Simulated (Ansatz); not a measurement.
## A small benchmark: atomisation enthalpy at 298 K

8 molecules holding Si, Ge, B, Al, Ga, P or As; the atomisation enthalpy at 298 K in kJ/mol, computed less measured. Shapes, held fixed at every level: PBE0-D4/def2-TZVP. Thermal terms are harmonic and unscaled (PBE0-D4/def2-TZVP); the spin-orbit lowering of the free atoms is taken from their spectra. Programs: Ansatz 0.2.0. Measured values: CRC Handbook of Chemistry and Physics, NIST-JANAF tables.

Levels: A = HF/def2-TZVPP; B = BHLYP-D4/def2-TZVPP; C = wB97X-V/def2-TZVPP.

```
                          molecule  from tabulated heats      A     B    C
           BOF (fluoro(oxo)borane)                  1501   -454  -117  -35
                 BHF2 (SMILES FBF)                  1681   -377   -64   -6
           BF3 (boron trifluoride)                  1944   -455  -102  -15
                    GeH4 (germane)                  1153   -280   +10  +31
GeI4 (SMILES [I][Ge]([I])([I])[I])                   856   -394   -40   +4
            SiH3I (SMILES [SiH3]I)                  1213   -301   -10  +14
                     SiH4 (silane)                  1288   -277    +9  +19
 P4S3 (tetraphosphorus trisulfide)                  2248  -1250  -205   +1
```

Task: Sum up the errors.

Result: 
| level | kind | mean error | mean absolute error | worst case |
| --- | --- | --- | --- | --- |
| HF/def2-TZVPP | Hartree–Fock | -473.5 | 473.5 | P4S3 |
| BHLYP-D4/def2-TZVPP | global hybrid | -64.9 | 69.6 | P4S3 |
| wB97X-V/def2-TZVPP | range-separated hybrid | +1.6 | 15.6 | BOF |

On this set wB97X-V/def2-TZVPP has the smallest mean absolute error and HF/def2-TZVPP the largest. HF/def2-TZVPP is too low in 8 of 8; BHLYP-D4/def2-TZVPP is too low in 6 of 8. The heats of GeI4 (germanium tetraiodide) come from older tables and can be uncertain by 10 kJ/mol or more. The molecules' own spin-orbit lowering is left out, so errors for iodides read a little too negative. Heats of the atoms come from ATcT where it has them, that of boron, 570 kJ/mol, from recent work. The tabulated values of BOF, BHF2, SiH3I, P4S3 are in doubt (older tables, estimates, or at odds with other calculations) and kept here. Over the 4 molecules whose values aren't doubted the mean absolute errors are A 351.5; B 40.2; C 17.2. Hartree–Fock lacks correlation and underbinds. For atoms past krypton def2 sets carry core potentials with scalar relativity. Relativity is left out for Ge. The set is small.
